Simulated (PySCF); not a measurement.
# Sc (scandium, neutral) across methods

[Ar] 3d2 4s1, high-spin 4F determinant (an excited configuration). Calculation: PySCF 2.14, in aug-cc-pVTZ-DK; scalar relativity by spin-free X2C-1e.

| method | E (hartree) | mean ε 3p β (eV) | mean ε 4s α (eV) | mean ε 3d α (eV) | Σ⟨r²⟩ (bohr²) | ⟨S²⟩ |
| --- | --- | --- | --- | --- | --- | --- |
| LDA | -762.179 | -29.781 | -3.989 | -1.980 | 45.58 | 3.750 |
| PBE | -763.943 | -29.732 | -3.831 | -2.018 | 46.07 | 3.750 |
| PBE0 | -763.971 | -31.903 | -4.285 | -2.984 | 45.17 | 3.751 |
| BLYP | -764.189 | -29.554 | -3.652 | -1.849 | 46.04 | 3.750 |
| r2SCANh | -764.120 | -31.130 | -4.076 | -2.530 | 44.96 | 3.751 |
| r2SCAN | -764.126 | -30.353 | -3.892 | -2.162 | 45.21 | 3.751 |
| wB97X | -764.139 | -34.265 | -5.489 | -4.902 | 45.30 | 3.751 |
| UHF | -763.24426 | -37.640 | -5.386 | -5.864 | 45.47 | 3.753 |
